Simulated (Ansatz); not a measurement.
A nudged elastic band was laid between two geometries of BrH + ClFGeH2O (8 atoms, charge 0, multiplicity 1).

Method: RKS PBE-D4/def2-SVP (Ansatz).

* movable images: 7
* climbing image: yes
* spring: 5.0 eV/Å²
* optimiser: quadratic models (default)
* start path: through a guess of the saddle point
* force threshold: 0.03 eV/Å
* iteration limit: 60
* end points: relaxed

Image 0:

```xyz
8
Properties=species:S:1:pos:R:3
Ge -0.181 -0.139 -0.101
O -0.130 0.074 1.679
H -1.021 0.099 2.081
H 1.221 0.134 -0.658
Cl -1.748 1.083 -0.925
F -0.649 -1.795 -0.398
Br 1.799 2.685 1.899
H 0.929 1.519 2.038
```

Image 8:

```xyz
8
Properties=species:S:1:pos:R:3
Ge -0.114 0.644 -0.193
O 0.771 -0.304 2.070
H -0.137 -0.626 2.245
H 1.101 -0.221 -0.549
Cl -1.064 1.207 -2.065
F -1.428 -0.219 0.613
Br 0.271 2.663 0.892
H 0.821 0.515 2.602
```

Task: What changes between the two ends?

Result: Bonds broken: Ge1–O2, Br7–H8. Bonds formed: Ge1–Br7, O2–H8. BrH + ClFGeH2O becomes BrClFGeH + H2O.

Task: Give the energies along the band, and the barrier.

Result: The run converged. The highest image is number 3 of 0 to 8, 0.34 eV above the first end and 0.77 eV above the last; the last end lies 0.43 eV below the first. A vibrational analysis at the climbing image gives one clearly imaginary mode, 326i cm⁻¹: a first-order saddle point. The orbitals stay closed-shell, which can raise the energy where a bond breaks towards radicals; this wasn't checked here.

```csv
image,path coordinate (Å),energy (eV),Ge1–O2 (Å),Br7–H8 (Å),Ge1–Br7 (Å)
0,0.00,0.00,1.79,1.46,3.99
1,0.53,0.01,1.80,1.46,3.81
2,1.06,0.10,1.82,1.50,3.33
3,1.59,0.34,1.91,1.73,2.93
4,2.29,0.11,2.10,2.22,2.53
5,2.99,0.04,2.20,2.49,2.44
6,3.68,-0.09,2.32,2.53,2.39
7,4.38,-0.32,2.47,2.58,2.35
8,5.08,-0.43,2.61,2.80,2.32
```

Task: What is the geometry of the highest image?

Result: 
```xyz
8
Properties=species:S:1:pos:R:3
Ge 0.064 0.129 -0.035
O -0.010 0.071 1.874
H -0.913 -0.087 2.227
H 1.455 -0.041 -0.648
Cl -1.442 1.415 -0.860
F -0.706 -1.444 -0.198
Br 1.310 2.458 1.242
H 0.464 1.159 2.014
```

Task: What are the harmonic wavenumbers there?

Result: 326i, 77, 113, 180, 194, 242, 400, 425, 434, 575, 661, 698, 739, 876, 1033, 1456, 2172, 3640 cm⁻¹.

The run took 3.5 min on 4 threads of Intel(R) Xeon(R) Platinum 8259CL CPU @ 2.50GHz (Skylake/Cascade Lake) (shared host), peak memory 0.24 GiB.
